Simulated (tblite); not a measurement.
Compound: C8H7 (doublet state).
Numbering: `[CH2:1]=[CH:2][c:3]1[cH:4][c:5][cH:6][cH:7][cH:8]1` (hydrogens: H9, H10 on C1; H11 on C2; H12 on C4; H13 on C6; H14 on C7; H15 on C8)

Structure used (GFN2-xTB), in Å, numbered top down from 1:
```xyz
15
C8H7 angstrom
C      2.714   -0.455    0.086
C      1.691    0.223   -0.419
C      0.281    0.058   -0.090
C     -0.170   -0.889    0.848
C     -1.504   -0.968    1.087
C     -2.462   -0.200    0.491
C     -2.021    0.741   -0.439
C     -0.674    0.859   -0.717
H      2.596   -1.229    0.825
H      3.724   -0.256   -0.226
H      1.888    0.990   -1.159
H      0.535   -1.529    1.356
H     -3.512   -0.303    0.717
H     -2.741    1.374   -0.938
H     -0.348    1.591   -1.443
```

Computed with GFN2-xTB (tblite): harmonic, unscaled wavenumbers at the GFN2-xTB geometry, gas phase. The method is semi-empirical: single wavenumbers can be off by several per cent or more. One conformer, not necessarily the lowest. Open shells enter through the occupations alone, without spin polarisation, and single modes of such species can be off by tens of per cent. The optimisation stopped once no atom felt more than 0.01 eV/Å.

Lowest wavenumbers of the output (negative numbers stand for imaginary wavenumbers):
```
mode    cm-1
  1     -23.2
  2     173.9
  3     241.4
  4     340.5
  5     411.9
  6     432.5
  7     521.1
  8     579.7
  9     586.8
 10     671.7
 11     760.0
 12     773.1
 13     834.9
 14     871.4
 15     886.9
```

Task: Is this structure a minimum?

Result: Not by this Hessian. 1 mode is imaginary beyond 20i (23i cm⁻¹), so at this level the point lies at or near a first-order saddle. The curvature is small, so loose convergence or finite differences may be the whole cause.

Task: Which atoms move in the imaginary mode?

Result: 23i: C1 (carbon bonded to C and 2 H) 26 %, H9 (hydrogen on carbon) 19 %, C2 (carbon bonded to 2 C and H) 14 %, H11 (hydrogen on carbon) 13 %. These are shares of the mass-weighted motion.

Task: What is the remedy?

Result: Step along that mode in both directions, optimise again with tighter thresholds and repeat the frequencies. The zero-point energy of this point (72.9 kcal/mol) counts the 38 real modes alone, and thermal corrections from it aren't those of a minimum.

The run took 0.3 s wall on one thread of an Intel Xeon 6975P-C, shared host with 192 logical CPUs at a one-minute load of 77. The figure is for the frequency step alone.
